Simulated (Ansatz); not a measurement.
Geometry optimisation, RKS PBE/6-31G (Ansatz).

Input file:

```yaml
crystal:
  periodic: [false, false, false]
  atoms:
    - { symbol: C, position_ang: [1.1844, -1.1591, 1.0943] }
    - { symbol: "N", position_ang: [-0.0882, -1.2729, 0.2914] }
    - { symbol: C, position_ang: [-0.0504, -0.5324, -1.0068] }
    - { symbol: Si, position_ang: [-1.31124, -1.1242, -2.26773] }
    - { symbol: "N", position_ang: [-1.2449, -2.87519, -2.30192] }
    - { symbol: F, position_ang: [-2.77368, -0.79478, -1.86834] }
    - { symbol: H, position_ang: [2.0421, -1.4655, 0.5383] }
    - { symbol: H, position_ang: [1.0882, -1.6943, 1.9892] }
    - { symbol: H, position_ang: [1.3001, -0.0597, 1.4318] }
    - { symbol: H, position_ang: [-0.1984, -2.2627, 0.1106] }
    - { symbol: H, position_ang: [-0.2356, 0.53437, -0.8055] }
    - { symbol: H, position_ang: [0.91123, -0.61681, -1.39275] }
    - { symbol: H, position_ang: [-0.98451, -0.71518, -3.70054] }
    - { symbol: H, position_ang: [-1.07671, -3.19198, -1.33678] }
    - { symbol: H, position_ang: [-2.20215, -3.1857, -2.46747] }
basis:
  gaussian: { orbitals: "6-31G" }
hamiltonian:
  xc: pbe
relax:
  f_tol: 0.015
  max_steps: 40
output:
  orbitals: {}
```

Launched with:

```bash
$ ansatz run input.yaml --threads 1 --pin off --max-ram 2048MiB --backend cpu --events-out ev --progress --plain --runs-dir out
```

Where does it end, and by what steps?

The forces met the threshold. Limits of this set-up: no polarisation functions. After 18 steps the energy has fallen by 1.598 eV; H10 moved furthest, 1.11 Å.

```csv
step,energy less start (eV),largest force component (eV/Å),accepted
0,0.0000,6.227,yes
1,-0.9672,2.959,yes
2,-1.2810,1.507,yes
3,-1.4286,0.381,yes
4,-1.4620,0.312,yes
5,-1.4748,0.185,yes
6,-1.4941,0.166,yes
7,-1.5164,0.481,yes
8,-1.5286,0.691,yes
9,-1.5548,0.318,yes
10,-1.5736,0.137,yes
11,-1.5819,0.213,yes
12,-1.5873,0.166,yes
13,-1.5917,0.175,yes
14,-1.5949,0.170,yes
15,-1.5968,0.144,yes
16,-1.5977,0.091,yes
17,-1.5980,0.033,yes
18,-1.5981,0.009,yes
```

```xyz
15
Properties=species:S:1:pos:R:3
C 1.119 -1.206 1.092
N 0.308 -1.613 -0.064
C 0.008 -0.533 -1.021
Si -1.250 -1.159 -2.337
N -1.709 -2.756 -1.796
F -2.542 -0.015 -2.379
H 2.099 -0.746 0.826
H 1.309 -2.083 1.733
H 0.555 -0.467 1.688
H 0.685 -2.443 -0.534
H -0.484 0.291 -0.470
H 0.905 -0.084 -1.513
H -0.779 -1.220 -3.773
H -1.639 -2.949 -0.797
H -2.226 -3.434 -2.347
```

Time of the run: 110 s on 1 thread of Intel(R) Xeon(R) Processor @ 2.70GHz, on a shared host, peak memory 0.2 GiB.
